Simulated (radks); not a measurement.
Q: Ionisation of the chlorine ion Cl+, [Ne] 3s2 3p4, to [Ne] 3s2 3p3 as the strength of local exchange is varied. Method: scalar-relativistic Kohn-Sham, Slater X-alpha exchange (alpha = 2/3 is LDA exchange), no correlation, spin-polarised, spherical densities, finite nucleus; open shells are filled with parallel spins first; Fermi nuclear charge, rms radius 3.3654 fm; computed with a radial shooting solver on a logarithmic mesh with Libxc functionals.

| alpha | E(Cl+) (hartree) | exchange (hartree) | IE (eV) | -e of the level emptied (eV) | <r> of it (bohr) |
|---|---|---|---|---|---|
| 0.623 | -456.72944 | -23.37915 | 21.516 | 16.206 (3p) | 1.761 |
| 0.684 | -459.02392 | -25.77472 | 22.223 | 16.911 (3p) | 1.740 |
| 0.739 | -461.10085 | -27.95088 | 22.872 | 17.560 (3p) | 1.721 |
| 0.866 | -465.92614 | -33.03450 | 24.412 | 19.109 (3p) | 1.680 |
| x | -458.38352 | -25.10520 | 22.024 | 16.713 (3p) | 1.746 |

Which alpha was used in the last row?

A: alpha = 0.667. NIST Atomic Spectra Database: 23.814 eV (measured). The Delta-SCF value meets it near alpha = 0.82. Open shells are spherical and high-spin; term and fine-structure splittings are not resolved.
